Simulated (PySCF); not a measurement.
**Reading a saddle point**

A first-order saddle point of SiH2OF2, singlet, PBE0-D4/def2-TZVP, with one imaginary mode of 1087i cm⁻¹:

Si1  (0.115, 0.015, 0.414)
H2  (-0.678, 0.157, -1.108)
O3  (1.276, -0.723, -0.265)
H4  (0.140, -0.289, -1.183)
F5  (0.151, 1.512, 0.873)
F6  (-1.004, -0.671, 1.269)
(Å)

Computed with PySCF 2.14 with density fitting (its default auxiliary sets; JK sets also for MP2 and CCSD(T)) (basis: def2-TZVPP and def2-QZVPP); correlated methods freeze the cores. Extrapolation: Hartree–Fock as exp(−7.88 √X), correlation as X^−2.97.

(1) Which contacts change along the imaginary mode, and what lies on either side? (A judgement: the text doesn't fix the answer.)

(2) Which side is lower, and how far does the saddle lie above each? (Judge from chemistry; the value comes from the calculation.)

T1 diagnostic: at most 0.016.

Answers

(1) Computed: The step is SiH₂OF₂ ([OH][SiH]([F])[F]) → SiOF₂ ([O][Si]([F])[F]) + H₂, with the molecules in contact on both sides. Shortening one way: H2–H4; lengthening the same way: Si1–H2, O3–H4.
```csv
pair,one side (Å),saddle (Å),other side (Å)
H2–H4,3.39,0.93,0.76
Si1–H2,1.46,1.72,2.18
O3–H4,0.96,1.52,2.51
```

(2) By the calculation: The side with Si1–H2, O3–H4 short is lower by 2.528 eV; the saddle lies 3.040 eV above it and 0.512 eV above the other (CCSD(T) at an estimated basis limit (MP2 extrapolated from triple and quadruple zeta, plus CCSD(T) − MP2 in triple zeta); electronic energies).

Labels in which every atom is bracketed show which atoms are joined, not bond orders.

For scale, one of the runs: CCSD(T)/def2-TZVPP, 163 basis functions, launched by `OMP_NUM_THREADS=4 python run.py`. Time: 4.7 min of wall clock on 4 CPU threads of an AMD EPYC; the host was shared. Peak host memory: 1.6 GiB.
